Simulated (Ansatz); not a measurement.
`COCC(F)(F)F` → `[CH2]` (triplet) + `OCC(F)(F)F` at 700 K and 1 bar (formal loss of a carbene).

Gas-phase electronic energies from Ansatz, PBE0-D4/def2-TZVP geometries. CCSD(T)/CBS adds triple-zeta CCSD(T) − MP2 to the extrapolated MP2 energy (def2 sets, frozen cores). This one scheme is used for every species. Triplets are unrestricted, without spin–orbit coupling. Each species was taken in one conformer, which may not be the lowest.

| species | CCSD(T)/CBS energy (Eh) | H − E (kJ/mol) | S (J/(mol·K)) |
| --- | --- | --- | --- |
| `COCC(F)(F)F` | -491.70193 | 308.9 | 482.8 |
| `[CH2]` (triplet) | -39.09499 | 70.4 | 226.8 |
| `OCC(F)(F)F` | -452.45922 | 219.4 | 421.9 |

H − E and S are ideal-gas, rigid-rotor, harmonic terms from PBE0-D4/def2-TZVP, for one conformer and one mirror image of each species, with the whole ground term of open shells counted as degenerate. 1 Eh = 2625.50 kJ/mol, R = 8.31446 J/(mol·K).

**Question.** By hand: ΔE, ΔH, ΔS and ΔG.

**Answer.** ΔE = (-39.09499) + (-452.45922) − (-491.70193) = 0.14772 Eh = 387.8 kJ/mol. Δ(H − E) = 70.4 + 219.4 − 308.9 = -19.1, so ΔH = 368.7 kJ/mol. ΔS = 226.8 + 421.9 − 482.8 = 165.9 J/(mol·K). ΔG = 368.7 − 700 × (165.9)/1000 = 252.6 kJ/mol.

**Question.** By hand: the equilibrium constant, and the temperature at which ΔG would vanish if ΔH and ΔS stayed fixed.

**Answer.** log₁₀ K = −ΔG/(RT ln 10) = -18.8. ΔG = 0 at ΔH/ΔS = 2222 K.

The number of gas molecules changes by +1, which sets the sign of ΔS. A doubt of 5 kJ/mol in ΔE shifts log₁₀ K by 0.4 here. Other conformers and mirror images would add mixing entropy, several J/(mol·K) or more a flexible species. Modes under 60 cm⁻¹, often nearly free rotors, make the harmonic entropy too high. A triplet takes part, so the spin changes. These are equilibria of isolated gas molecules and say nothing of rates. Largest T1 diagnostic: 0.011 (customary marks: 0.02 for closed shells, 0.045 for open ones).
